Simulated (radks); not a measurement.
Valence configurations of Zn2+ (all share [Ar]). Calculated with a radial shooting solver on a logarithmic mesh with Libxc functionals: Dirac Kohn-Sham, PBE, spin-unpolarised, spherical densities, finite nucleus; open shells are shared between the two j in proportion to 2j + 1; Fermi nuclear charge, rms radius 3.9283 fm. Energies are relative to 3d10; eigenvalues in eV.

valence,E (eV),e(3d3/2),e(3d5/2),e(4p1/2),e(4p3/2),e(4s1/2)
3d10,0.000,-31.072,-30.709,-,-,-
3d9.5 4s0.5,4.467,-34.497,-34.121,-,-,-24.183
3d9.5 4p0.5,8.288,-35.293,-34.916,-17.132,-16.930,-
3d9 4s1,10.125,-38.165,-37.775,-,-,-25.354
3d9 4s0.5 4p0.5,14.101,-38.950,-38.559,-17.984,-17.765,-25.823
3d9 4p1,18.110,-39.721,-39.329,-18.382,-18.158,-

NIST lists [Ar] 3d10 as the ground configuration; this level of theory agrees among the configurations tried. The energies are those of spherical spin-averaged densities, not of single terms.
